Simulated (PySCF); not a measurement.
BeSb: a base run and its variants

Base input, run as `OMP_NUM_THREADS=1 python input.py` with PySCF 2.14:

```python
from pyscf import gto, dft

mol = gto.M(
    atom='Be 0 0 0; Sb 0 0 2.209',
    basis='lanl2dz',
    ecp={'Sb': 'lanl2dz'},
    charge=0,
    spin=3,
    symmetry=True,
    verbose=3,
)
mf = dft.UKS(mol, xc='tpss')
mf.kernel()
mf.dip_moment()
print('orbital energies (hartree):', [e[max(0, n-3):n+3].round(4) for e, n in zip(mf.mo_energy, mol.nelec)])
```

Base result: E(SCF) = -20.071239 Eh, ⟨S²⟩ = 3.753, μz(SCF) = 0.49 D. The bond length is a typed value, not an optimised one. No search for the lowest solution was made.

Hardware: Arm Neoverse V1, 1 thread, shared host. Wall time 2.1 s.

Each row names what differs from the base; energies in brackets are changes from the base.

```tsv
change	result	wall time (s)
basis set: lanl2dz → crenbl [with its own core potential]	not converged: SCF	15
charge: 0 → 1; spin (2S): 3 → 2 [another spin of the ion may lie lower]	E(SCF) = -19.801721 Eh (+7.3340 eV), ⟨S²⟩ = 2.008	2.2
electric field along z (a.u.): none → 0.01; point-group symmetry: on → off	E(SCF) = -20.077711 Eh (-0.1761 eV), ⟨S²⟩ = 3.752, μz(SCF) = 2.85 D	2
functional: tpss → hf,lyp	E(SCF) = -20.010235 Eh, ⟨S²⟩ = 3.757, μz(SCF) = -0.45 D	1.2
functional: tpss → bhandhlyp	E(SCF) = -20.014604 Eh, ⟨S²⟩ = 3.754, μz(SCF) = 0.03 D	1.3
geometry: bond 2.209 → bond 2.143	E(SCF) = -20.064817 Eh (+0.1748 eV), ⟨S²⟩ = 3.753, μz(SCF) = 0.60 D	2.1
level shift (hartree): none → 1	not converged: SCF	6.5
functional: tpss → lda,vwn	E(SCF) = -19.817883 Eh, ⟨S²⟩ = 3.751, μz(SCF) = 0.72 D	1
spin (2S): 3 → 1	not converged: SCF	6.6
basis set: lanl2dz → def2-svpd [with its own core potential]	E(SCF) = -254.804526 Eh, ⟨S²⟩ = 3.753, μz(SCF) = 0.81 D	4.7
level shift (hartree): none → -0.2 [unsound on purpose] [may be another electronic state] [spin-contaminated]	not converged: SCF	6.4
basis set: lanl2dz → def2-svp [with its own core potential]	E(SCF) = -254.803266 Eh, ⟨S²⟩ = 3.753, μz(SCF) = 0.80 D	3.6
basis set: lanl2dz → 3-21g; core potential: on → off	E(SCF) = -6302.488391 Eh, ⟨S²⟩ = 3.752, μz(SCF) = 0.51 D	3.6
spin-free X2C: off → on [unsound on purpose]	stops with NotImplementedError	0.62
charge: 0 → 1; spin (2S): 3 → 4 [another spin of the ion may lie lower] [a high spin state]	E(SCF) = -19.727085 Eh (+9.3649 eV), ⟨S²⟩ = 6.000	2.7
DIIS space: default → 20	E(SCF) = -20.071239 Eh (+0.0000 eV), ⟨S²⟩ = 3.753, μz(SCF) = 0.49 D	2.1
functional: tpss → m11	stops with KeyError ("LibXCFunctional: name 'M11' not found.")	0.6
geometry: bond 2.209 → bond 1.944	E(SCF) = -20.026734 Eh (+1.2110 eV), ⟨S²⟩ = 3.753, μz(SCF) = 0.94 D	1.9
step after the SCF: none → mp2; SCF type: UKS → UHF; functional: tpss → none (Hartree–Fock); frozen orbitals: default → 0	E(SCF) = -19.830945 Eh, E(MP2) − E(SCF) = -0.02791 Eh, ⟨S²⟩ = 3.759, μz(SCF) = -0.57 D	0.82
cycle limit: 50 → 8	not converged: SCF	1.7
density fitting: none → weigend [unsound on purpose]	E(SCF) = -20.071272 Eh (-0.0009 eV), ⟨S²⟩ = 3.753, μz(SCF) = 0.49 D	2.1
```

Question: Order these changes by how far they move the SCF energy from the base, largest first: (1) electric field along z (a.u.): none → 0.01; point-group symmetry: on → off; (2) geometry: bond 2.209 → bond 1.944; (3) geometry: bond 2.209 → bond 2.143.

Answer: (2) +1.2110 eV, (1) -0.1761 eV, (3) +0.1748 eV.
